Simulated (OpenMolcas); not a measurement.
AlSnSiH7 (SMILES [SiH3][AlH][SnH3]): methods side by side

AlSnSiH7 has 10 atoms, charge 0, and is taken as a singlet. SMILES: `[SiH3][AlH][SnH3]`. The coordinates come from a PBE0-D4/def2-TZVP relaxation.

Each level gives the dipole moment (D). The values are calculated.

```
                           level             kind     program  value (D)  CPU time
 SVWN5/def2-SVP (core potential)              LDA  OpenMolcas       0.58      20 s
   PBE/def2-SVP (core potential)              GGA  OpenMolcas       0.59      26 s
revPBE/def2-SVP (core potential)              GGA  OpenMolcas       0.60      26 s
 M06-L/def2-SVP (core potential)         meta-GGA  OpenMolcas       0.56      34 s
r2SCAN/def2-SVP (core potential)         meta-GGA  OpenMolcas       0.62      34 s
 B3LYP/def2-SVP (core potential)    global hybrid  OpenMolcas       0.72      25 s
 BHLYP/def2-SVP (core potential)    global hybrid  OpenMolcas       0.77      23 s
M06-2X/def2-SVP (core potential)  hybrid meta-GGA  OpenMolcas       0.71      29 s
```

The values span 0.56 to 0.77 D. Magnitudes only. CPU times are rough (shared hosts, several kinds of processor and program).
